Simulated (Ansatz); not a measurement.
```xyz
14

Si    1.868    1.055    1.113
Si    0.822   -0.873    0.336
C    -0.193   -0.522   -1.213
C    -1.101    0.473   -1.376
Al   -1.585   -1.021    0.605
H     0.876    2.163    1.074
H     3.042    1.439    0.283
H     2.321    0.871    2.517
H    -2.204    0.245    1.330
H     1.734   -2.007    0.039
H    -0.266   -1.352   -1.919
H    -1.103    1.358   -0.747
H    -1.805    0.469   -2.202
H    -2.406   -2.299    0.160
```

Total charge 0; spin multiplicity 1. The bonds changed during the relaxation, so this is another structure than the one it started from.

Task: List the ωB97M-V/def2-TZVPP orbital energies in eV (Ansatz). (Best estimate.)

Result: Ansatz gave: Occupied: -1806.90, -1806.55, -1531.85, -282.44, -282.41, -148.01, -147.70, -116.45, -102.12, -102.11, -102.11, -101.83, -101.80, -101.78, -76.08, -75.97, -75.91, -25.14, -19.89, -18.30, -16.77, -15.80, -14.21, -14.13, -12.35, -12.20, -11.93, -11.27, -10.75, -10.26, -8.49. Lowest empty: 0.53, 1.22, 1.45, 2.07, 2.20, 2.38, 2.72, 3.06.
